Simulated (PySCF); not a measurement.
Worked example: dipole moment from atomic charges

Ga(OH)2(SeH) (GaH3O2Se), SMILES [OH][Ga]([OH])[SeH]. Atoms are numbered in the order given.

```xyz
7

Ga    -0.0040     0.7617     0.0000
O     -1.4362     1.8562     0.0000
H     -2.2826     1.3730     0.0000
O      1.6027     1.5684     0.0000
H      1.4937     2.5385     0.0000
Se    -0.0544    -1.5691     0.0000
H      1.4316    -1.5705     0.0000
```
Charge 0, spin multiplicity 1.

Geometry optimised at PBE-D3(BJ)/def2-SVP. The structure was generated by enumeration; whether it is a known compound was not checked. One conformer was computed; it need not be the lowest.

Charges (e) from PBE/def2-TZVP in PySCF:

```json
[
 {"atom": "Ga1", "IAO": "0.854", "Mulliken": "0.498"},
 {"atom": "O2", "IAO": "-0.723", "Mulliken": "-0.493"},
 {"atom": "H3", "IAO": "0.357", "Mulliken": "0.306"},
 {"atom": "O4", "IAO": "-0.724", "Mulliken": "-0.491"},
 {"atom": "H5", "IAO": "0.356", "Mulliken": "0.309"},
 {"atom": "Se6", "IAO": "-0.211", "Mulliken": "-0.276"},
 {"atom": "H7", "IAO": "0.092", "Mulliken": "0.146"}
]
```

The dipole moment of the full density is 0.97 D.

Problem. What dipole moment does each set of point charges give, and which comes closer to that of the density?

Solution. 
μ = Σ q r, and 1 e Å = 4.8032 D.
IAO: Σ q r = (-0.265, -0.247, 0.000) e Å, |μ| = 1.74 D.
Mulliken: Σ q r = (-0.094, 0.102, 0.000) e Å, |μ| = 0.67 D.
Mulliken comes closer in size. Point charges leave out the atoms' own dipoles (lone pairs, polarised bonds); fits to the potential absorb them, partitions of the density don't.
